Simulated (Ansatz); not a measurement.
Reaction (cleavage of the Si–Si bond): `CO[SiH2][Si](O)(O)F` + HCl → `CO[SiH2]Cl` + `O[SiH](O)F`

Program: Ansatz. Geometries: PBE0-D4/def2-TZVP. ΔE: electronic, gas phase. CCSD(T)/CBS adds triple-zeta CCSD(T) − MP2 to the extrapolated MP2 energy (def2 sets, frozen cores). This one scheme is used for every species. DFT in def2-TZVPP. One conformer a species, not always the lowest.

```
             level  ΔE (kcal/mol)
         r2SCAN-D4          -30.5
           PBE0-D4          -28.3
           ωB97M-V          -31.8
              PBE0          -29.2
    MP2/def2-TZVPP          -33.0
    MP2/def2-QZVPP          -33.5
SCS-MP2/def2-QZVPP          -33.3
     MP2/CBS(def2)          -33.7
```

Task: What does CCSD(T)/CBS give? (Best estimate.)

Result: The calculation gave: -31.0 kcal/mol. The listed levels differ from it by 0.5, 2.7, -0.8, 1.8, -2.0, -2.5, -2.3, -2.7 kcal/mol.

Largest T1 diagnostic among the species: 0.012.

From PBE to PBE0 (25 % exact exchange), in def2-TZVPP and without D4, ΔE moves by −1.7 kcal/mol. The D4 term adds +1.5 kcal/mol with B3LYP and +0.9 kcal/mol with PBE0; it sums over pairs of atoms, weighted by their polarisabilities, and B3LYP, whose exchange is more repulsive, gets the larger term. In def2-TZVPP, CCSD(T) changes the Hartree–Fock value by +4.9 kcal/mol (the triples alone add +0.5 kcal/mol) and MP2 by +2.3 kcal/mol.

B3LYP here is the variant with VWN-RPA as its local correlation; programs differ in this.
